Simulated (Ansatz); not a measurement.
Consider the substitution at a C–S bond: `C[S][SnH]([F])[Cl]` + `[F][AlH][NH][SiH3]` → `C[N]([SiH3])[AlH][F]` + `[F][SnH]([SH])[Cl]`.

Calculated with Ansatz (gas phase, PBE0-D4/def2-TZVP geometries, no zero-point term in ΔE). CBS: MP2 limit from def2 TZ/QZ plus the TZ coupled-cluster correction, frozen cores. DFT in def2-TZVPP. def2 core potentials past Kr. For Sn outer-core shells are correlated without core-valence functions, which leaves a few kJ/mol of doubt a bond. One conformer a species, not always the lowest.

```csv
level,ΔE (kJ/mol)
r2SCAN-D4,38.8
SCS-MP2/def2-TZVPP,36.8
CCSD/def2-TZVPP,34.6
HF/CBS(def2),37.0
```

Question: What does CCSD(T)/CBS give? (An estimate is asked.)

Answer: The calculation gave: +40.1 kJ/mol. The listed levels differ from it by -1.3, -3.3, -5.5, -3.1 kJ/mol.

Largest T1 diagnostic among the species: 0.013.
